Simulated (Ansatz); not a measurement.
Consider the substitution at a C–C bond: `C[CH2][InH][SH]` + `NCF` → `CNCF` + `[CH3][InH][SH]`.

Gas-phase electronic energies from Ansatz, PBE0-D4/def2-TZVP geometries. CCSD(T)/CBS adds triple-zeta CCSD(T) − MP2 to the extrapolated MP2 energy (def2 sets, frozen cores). Functionals use def2-TZVPP. B3LYP here is the variant with VWN-RPA as its local correlation; programs differ in this. HSE06 is defined as in plane-wave codes. Elements past krypton have def2 core potentials. For In outer-core shells are correlated without core-valence functions, which leaves a few kJ/mol of doubt a bond. Each species was taken in one conformer, which may not be the lowest.

`C[CH2][InH][SH]`:

Z-matrix (Å, degrees):
```
C
C 1 1.520
H 1 1.093 2 111.9
H 1 1.095 2 111.5 3 119.9
H 1 1.093 2 111.9 3 -120.2
In 2 2.158 1 114.4 3 60.1
H 2 1.094 1 111.2 3 -178.8
H 2 1.094 1 111.2 3 -60.9
S 6 2.401 2 115.1 1 -0.6
H 6 1.717 2 131.7 1 179.4
H 9 1.344 6 94.2 2 -0.0
```

`NCF`:

Cartesian coordinates in Å:
```
N 0.246 -0.859 -0.012
C -0.067 0.482 0.256
F -0.587 1.174 -0.851
H -0.562 -1.405 -0.273
H 0.966 -0.960 -0.714
H -0.827 0.543 1.036
H 0.831 1.026 0.558
```

`CNCF`:

```xyz
10

C    -1.002    0.470   -0.528
N    -0.277   -0.606    0.118
C     1.091   -0.403    0.312
F     1.389    0.679    1.168
H    -1.022    1.401    0.051
H    -0.537    0.682   -1.494
H    -2.029    0.153   -0.717
H    -0.734   -0.925    0.961
H     1.576   -0.167   -0.640
H     1.546   -1.284    0.769
```

`[CH3][InH][SH]`:

Cartesian coordinates in Å:
```
C -0.729 -0.665 0.813
In 0.203 -0.093 -1.030
S 1.642 1.825 -0.954
H -0.242 -1.561 1.203
H -0.638 0.133 1.549
H -1.784 -0.891 0.653
H 0.100 -0.797 -2.591
H 1.448 2.049 0.356
```

| level | ΔE (kJ/mol) | difference from CCSD(T)/CBS |
| --- | --- | --- |
| LDA (SPW92) | 15.8 | -4.0 |
| PBE-D4 | 17.4 | -2.4 |
| revPBE-D4 | 17.0 | -2.8 |
| BLYP-D4 | 15.7 | -4.1 |
| r2SCAN-D4 | 16.0 | -3.8 |
| B97M-V | 16.4 | -3.4 |
| PBE0-D4 | 17.2 | -2.6 |
| B3LYP-D4 | 15.6 | -4.2 |
| r2SCANh-D4 | 16.1 | -3.7 |
| r2SCAN0-D4 | 16.1 | -3.7 |
| HSE06-D4 | 17.2 | -2.6 |
| BHLYP-D4 | 15.1 | -4.7 |
| ωB97X-V | 13.9 | -5.9 |
| ωB97M-V | 15.6 | -4.2 |
| B2PLYP | 14.7 | -5.1 |
| PBE | 15.5 | -4.3 |
| revPBE | 14.8 | -5.0 |
| BLYP | 12.2 | -7.6 |
| r2SCAN | 15.5 | -4.3 |
| PBE0 | 15.3 | -4.5 |
| B3LYP | 12.4 | -7.4 |
| r2SCANh | 15.5 | -4.3 |
| r2SCAN0 | 15.4 | -4.4 |
| HSE06 | 15.4 | -4.4 |
| BHLYP | 11.7 | -8.1 |
| CAM-B3LYP | 11.4 | -8.4 |
| LC-ωPBE | 13.8 | -6.0 |
| RPA@PBE/def2-TZVPP | 15.5 | -4.3 |
| HF/def2-SVP | 5.9 | -13.9 |
| CCSD/def2-SVP | 12.9 | -6.9 |
| HF/def2-TZVPP | 8.7 | -11.1 |
| MP2/def2-TZVPP | 19.9 | 0.1 |
| SCS-MP2/def2-TZVPP | 17.3 | -2.5 |
| CCSD(T)/def2-TZVPP | 17.2 | -2.6 |
| HF/def2-QZVPP | 8.4 | -11.4 |
| MP2/def2-QZVPP | 21.3 | 1.5 |
| SCS-MP2/def2-QZVPP | 18.6 | -1.2 |
| HF/CBS(def2) | 8.4 | -11.4 |
| MP2/CBS(def2) | 22.5 | 2.7 |
| CCSD/CBS(def2) | 18.9 | -0.9 |
| CCSD(T)/CBS | 19.8 | 0 |

Largest T1 diagnostic among the species: 0.013.

Leaving LDA and LC-ωPBE aside and taking each functional with its dispersion term where it has one, the values, not all of them listed here, spread over 4.0 kJ/mol, from CAM-B3LYP-D4 to PBE-D4. In def2-TZVPP, CCSD(T) changes the Hartree–Fock value by +8.5 kJ/mol (the triples alone add +0.9 kJ/mol) and MP2 by +11.2 kJ/mol.

CCSD(T)/CBS has its own doubt, a few kJ/mol and more with outer-core shells, so smaller differences from it don't rank the levels.
